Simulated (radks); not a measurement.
The numbers below are computed, except where a source is named.
Q: The mean radii <r> (bohr) of the occupied orbitals of an atom or ion are listed with their occupations. Code: a radial shooting solver on a logarithmic mesh with Libxc functionals. Model: scalar-relativistic Kohn-Sham, r2SCAN, spin-polarised, spherical densities, finite nucleus; meta-GGA in the generalised Kohn-Sham scheme; Fermi nuclear charge, rms radius of each element as measured or else 0.836 A^(1/3) + 0.57 fm.

orbital  occ.      <r>
1s up       1  0.02275
1s down     1  0.02275
2s down     1  0.09698
2s up       1  0.09698
2p down     3  0.08548
2p up       3  0.08548
3s up       1   0.2546
3s down     1   0.2544
3p up       3   0.2531
3p down     3   0.2529
3d up       5   0.2311
3d down     5   0.2308
4s up       1   0.5798
4s down     1   0.5795
4p up       3   0.6138
4p down     3   0.6135
4d up       5   0.6717
4d down     5   0.6722
5s up       1    1.402
5s down     1    1.438
5p up       3    1.627
5p down     3    1.675
4f up       6   0.9668

Name the element and its charge. Open shells, if any, are filled with parallel spins first.

A: Z = 62, samarium, charge +2: Sm2+ in [Xe] 4f6. The 1s radius gives Z: for a bare nucleus <r> = (2 gamma + 1)/(2Z) with gamma = sqrt(1 - (Z/c)^2), 0.02245 bohr for Z = 62, and screening makes it slightly larger (0.02275 here). The occupations add up to 60, and the charge is Z minus that.
